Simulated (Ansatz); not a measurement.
Gas-phase electronic energies from Ansatz, PBE0-D4/def2-TZVP geometries. CCSD(T)/CBS adds triple-zeta CCSD(T) − MP2 to the extrapolated MP2 energy (def2 sets, frozen cores). This one scheme is used for every species. DFT in def2-TZVPP. B3LYP here is the variant with VWN-RPA as its local correlation; programs differ in this. For Br, Mg outer-core shells are correlated without core-valence functions, which leaves a few kJ/mol of doubt a bond. Scalar relativity is left out up to krypton. Each species was taken in one conformer, which may not be the lowest.

Consider the substitution at a C–Si bond: `C[SiH2][SiH](C)Cl` + `[OH][Mg][Br]` → `C[O][Mg][Br]` + `C[SiH2][SiH2]Cl`.

`C[SiH2][SiH](C)Cl`:

Z-matrix (Å, degrees):
```
C
Si 1 1.874
H 1 1.092 2 110.8
H 1 1.092 2 110.2 3 -119.6
H 1 1.092 2 110.9 3 120.3
Si 2 2.341 1 111.0 3 62.3
H 2 1.492 1 110.8 3 -58.7
H 2 1.491 1 110.7 3 -177.8
Cl 6 2.079 2 106.6 1 52.0
C 6 1.864 2 114.1 1 171.9
H 6 1.489 2 111.2 1 -62.9
H 10 1.094 6 110.0 2 63.2
H 10 1.092 6 110.8 2 -56.6
H 10 1.092 6 110.7 2 -177.1
```

`[OH][Mg][Br]`:

Cartesian coordinates in Å:
```
O -0.330 0.263 -1.151
Mg 0.109 -0.077 0.509
Br 0.654 -0.484 2.734
H -0.432 0.298 -2.091
```

`C[O][Mg][Br]`:

Cartesian coordinates in Å:
```
C 0.245 -0.910 0.819
O -0.025 0.094 -0.085
Mg -0.369 1.369 -1.231
Br -0.826 3.064 -2.757
H 1.223 -0.770 1.300
H -0.508 -0.950 1.618
H 0.259 -1.897 0.336
```

`C[SiH2][SiH2]Cl`:

```xyz
11

C    -0.187    1.587   -0.635
Si    0.287   -0.213   -0.845
Si    0.110   -1.344    1.195
Cl   -1.796   -1.024    1.939
H     0.490    2.090    0.057
H    -1.202    1.668   -0.239
H    -0.149    2.111   -1.593
H     1.689   -0.347   -1.336
H    -0.609   -0.888   -1.824
H     0.301   -2.811    1.070
H     1.066   -0.830    2.211
```

```csv
level,ΔE (kJ/mol)
PBE0-D4,105.5
ωB97M-V,107.0
r2SCAN,105.6
PBE0,101.9
B3LYP,94.1
CCSD/def2-TZVPP,102.2
CCSD(T)/def2-TZVPP,104.1
SCS-MP2/def2-QZVPP,105.3
```

Question: What does CCSD(T)/CBS give? (Estimate.)

Answer: Computed: +107.6 kJ/mol. The listed levels differ from it by -2.1, -0.6, -2.0, -5.7, -13.5, -5.4, -3.5, -2.3 kJ/mol.

Largest T1 diagnostic among the species: 0.010.

In def2-TZVPP, CCSD(T) changes the Hartree–Fock value by +17.5 kJ/mol (the triples alone add +1.9 kJ/mol) and MP2 by +26.4 kJ/mol. The D4 term adds +6.3 kJ/mol with B3LYP and +3.6 kJ/mol with PBE0; it sums over pairs of atoms, weighted by their polarisabilities, and B3LYP, whose exchange is more repulsive, gets the larger term.
